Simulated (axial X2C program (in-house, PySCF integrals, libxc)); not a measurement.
**GeB along the bond: HF, with spin–orbit coupling**

All values were computed with an in-house relativistic program for diatomic molecules. Two-component (2c) means X2C with spin–orbit coupling and atomic mean-field two-electron Coulomb and Gaunt terms. Basis: Ge dyall-cv3z [9s9p7d4f1g], B dyall-v3z [7s6p2d1f] (cores contracted in-house); Gaussian nuclei, density fitting, unrestricted open shells. Masses: Ge 73.921 u, B 11.009 u.

State: Ω = 3/2 (⟨Sz⟩ = 1.50, ⟨Lz⟩ = 0.00 at HF). Dipoles are positive if B is the positive end.

```csv
R (Å),μ (D),HOMO (eV),LUMO (eV)
1.719,-0.080,-9.32,0.10
1.798,-0.195,-9.22,0.17
1.857,-0.264,-8.99,0.21
1.917,-0.310,-8.77,0.25
1.976,-0.328,-8.57,0.29
2.045,-0.307,-8.35,0.33
2.114,-0.239,-8.16,0.37
2.203,-0.090,-7.95,0.41
2.312,0.178,-7.75,0.41
2.470,0.720,-7.54,0.38
```

(1) The minimum lies at 1.940 Å. What is the dipole moment there, and its slope?

The state is one determinant whose occupation by symmetry is held fixed; it was picked as the lowest of a PBE0 search that is not exhaustive. Other states lie close and PBE0, whose exact exchange favours high spin, may order them wrongly; the determinant shown need not be the ground state. The nearest other 2c determinant of the search, Ω = 1/2, lies 0.33 eV up at the distance of the search. With several unpaired electrons one determinant need not be a pure state. This is the top spin component of a Σ state; components of lower Ω are not single determinants and can lie lower.

Answers

(1) At HF, 2c, with the sign and origin stated: μ = -0.32 D, dμ/dR = -0.37 D/Å.
